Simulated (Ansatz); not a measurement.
Reaction (redistribution): `CO[SiH2][SiH2]O` + `O[SiH](O)N[SiH2]Cl` → `O[SiH2]N[SiH](O)O` + `CO[SiH2][SiH2]Cl`

Computed with Ansatz on PBE0-D4/def2-TZVP structures; ΔE is electronic, products minus reactants. CCSD(T)/CBS is the MP2 limit (def2-TZVPP, def2-QZVPP) plus CCSD(T) − MP2 in def2-TZVPP, frozen cores. One conformer a species, not always the lowest.

```json
{"species": "`CO[SiH2][SiH2]O`", "CCSD(T)/CBS(def2) energy (Eh)": "-771.43401"}
{"species": "`O[SiH](O)N[SiH2]Cl`", "CCSD(T)/CBS(def2) energy (Eh)": "-1246.82512"}
{"species": "`O[SiH2]N[SiH](O)O`", "CCSD(T)/CBS(def2) energy (Eh)": "-862.82282"}
{"species": "`CO[SiH2][SiH2]Cl`", "CCSD(T)/CBS(def2) energy (Eh)": "-1155.44170"}
```

**Question.** Work out ΔE.

**Answer.** ΔE = (-862.82282) + (-1155.44170) − (-771.43401) − (-1246.82512) = -0.00539 Eh = -14.2 kJ/mol.

Largest T1 diagnostic among the species: 0.012.

In def2-TZVPP, CCSD(T) changes the Hartree–Fock value by +4.1 kJ/mol (the triples alone add +1.0 kJ/mol) and MP2 by +4.5 kJ/mol.
